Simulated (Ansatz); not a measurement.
(1) Predict a relaxed structure of `FC(F)(F)[Si]12O[Si]3(F)O[Si]4(F)O[Si](F)(O3)O[Si](F)(O[Si](F)(O4)O1)O2`, charge 0, singlet, at r2SCAN-D4/def2-SVP (Ansatz).

## Answers

(1) 
Cartesian coordinates in Å:
```
F 2.710 -3.195 0.836
C 2.231 -2.262 1.677
F 1.589 -2.898 2.675
F 3.280 -1.612 2.213
Si 1.061 -1.062 0.782
O 1.891 -0.312 -0.423
Si 1.496 0.812 -1.552
F 2.775 1.126 -2.442
O 0.952 2.176 -0.806
Si -0.585 2.651 -0.447
F -0.731 4.228 -0.581
O -1.583 1.880 -1.507
Si -1.368 0.475 -2.340
F -2.051 0.560 -3.773
O 0.258 0.249 -2.482
O -2.031 -0.769 -1.505
Si -1.805 -1.399 -0.010
F -2.793 -2.626 0.194
O -2.070 -0.239 1.131
Si -1.021 0.782 1.887
F -1.473 1.045 3.387
O -0.960 2.210 1.086
O 0.462 0.058 1.842
O -0.235 -1.879 0.157
```
Point group Cs (tolerance 0.1 Å). This is one stationary point.
